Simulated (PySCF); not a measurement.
## I⁺ (iodine, charge +1): B2PLYP calculation

Configuration: [Kr] 4d10 5s1 5p5, 5s spin antiparallel (an excited configuration). All numbers are calculated (PySCF 2.14, scalar relativity through the core potential, in aug-cc-pVTZ-PP with ECP28MDF).

```json
{
  "Total energy, PT2 part included": "-294.5683 hartree",
  "One-electron energy": "-503.6900 hartree",
  "Hartree (Coulomb) energy": "230.5048 hartree",
  "Exchange-correlation energy": "-21.3270 hartree",
  "PT2 correlation before scaling by 0.27": "-0.20822 hartree",
  "⟨S²⟩": "1.0041",
  "⟨L²⟩": "2.019",
  "Sum of ⟨r⟩": "29.27 bohr",
  "Sum of ⟨r²⟩": "50.44 bohr²",
  "Traceless quadrupole moment −½Σ⟨3z² − r²⟩ along its main axis": "2.20 e·bohr²"
}
```

```
shell  electrons  mean orbital energy (eV)  spread (eV)  rms radius, mean of both spins (bohr)
 4s β          1                   -207.93            0                                  0.796
 4s α          1                   -207.68            0                                  0.796
 4p β          3                   -151.40        0.350                                  0.853
 4p α          3                   -151.31        0.728                                  0.853
 4d β          5                   -67.950        0.512                                  0.998
 4d α          5                   -67.820        0.790                                  0.998
 5s β          1                   -30.685            0                                   2.04
 5p β          2                   -18.322            0                                   2.48
 5p α          3                   -17.507        1.337                                   2.48
```

Energies and moments cover only the electrons outside the core potential. With the s spin flipped the determinant is a mixture of two multiplicities, not a spectroscopic state.

The orbital energies are those of the SCF part of the double hybrid.
